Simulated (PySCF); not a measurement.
**Cu⁺: ionisation energy**

Cu⁺ [Ar] 3d10 → Cu²⁺ [Ar] 3d9 [3d3/2^4 3d5/2^5, M_J = 5/2], as a difference of total energies. Calculation: PySCF 2.14, in x2c-SVPall-2c (5s5p3d1f, 42 functions); the two-component X2C-1e Hamiltonian. Correlated levels: [Ne] frozen; the 6 highest virtual spinors dropped. "Screened" scales the spin-orbit matrix elements by Boettger's factors to mimic the two-electron term; Breit and QED terms are absent.

```tsv
method	ionisation energy (eV)	error (eV)
GHF (spin-free)	17.453	-2.839
GMP2 (spin-free)	20.458	+0.166
GHF (screened spin-orbit)	17.347	-2.945
GMP2 (screened spin-orbit)	20.353	+0.061
```

Reference: 20.292 eV (measured; NIST Atomic Spectra Database, ionization energies).

Errors of the correlated levels include the incompleteness of this basis and the frozen core.
